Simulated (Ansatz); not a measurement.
Stretching the C4–H7 bond in C2H6Zn (SMILES C[CH2][ZnH]) (multiplicity 1 held, fragments rigid). Energies count from the point at 1.092 Å.
Geometry at that point (charge 0, multiplicity 1):
```xyz
9

Zn    -0.10398     0.14811     0.83353
H     -0.34503     0.86439     2.18452
C      0.20221    -0.76014    -0.88504
C      0.18422     0.15106    -2.12118
H     -0.55495    -1.54400    -0.98684
H      1.16179    -1.28259    -0.81913
H      0.95367     0.92470    -2.06785
H     -0.77469     0.66152    -2.23669
H      0.36009    -0.41279    -3.04266
```

Restricted levels (R-, RO-) in cc, def2 and unpolarised 6-31G sets keep to the state of the molecule at rest. U- levels take the lowest unrestricted solution at each point, which mixes spins at long bonds. Active spaces are followed from a long bond inwards. Levels need not reach the same state.

Cores are frozen in the correlated methods.

The values were computed with Ansatz (a first-principles code) with Gaussian orbitals. Each number belongs to the level named beside it.

Energies in eV.

```csv
R (Å),R-HF/def2-SVP,R-MP2/def2-SVP,U-MP2/def2-SVP,R-SCS-MP2/def2-SVP,"CASSCF(2,2)/def2-SVP","FIC-MRCISD+Q on CASSCF(2,2)/def2-SVP"
0.874,1.34,1.40,1.40,1.41,1.48,1.41
0.983,0.27,0.30,0.30,0.30,0.34,0.31
1.092,0.00,0.00,0.00,0.00,0.00,0.00
1.202,0.17,0.14,0.14,0.14,0.09,0.13
1.311,0.57,0.52,0.52,0.50,0.40,0.48
1.475,1.35,1.26,1.26,1.24,1.03,1.18
1.639,2.18,2.06,2.06,2.02,1.69,1.90
1.912,3.48,3.29,3.65,3.22,2.66,2.95
2.185,4.58,4.29,4.29,4.20,3.35,3.71
2.513,5.66,5.21,4.57,5.08,3.87,4.26
2.950,6.78,6.01,4.69,5.83,4.17,4.60
3.496,7.80,6.46,4.73,6.20,4.28,4.73
```

Doubts at one or more of the structures used: a restricted determinant that unrestricted orbitals would lower (R-HF/def2-SVP, R-MP2/def2-SVP, R-SCS-MP2/def2-SVP); a spin-contaminated determinant (U-MP2/def2-SVP).
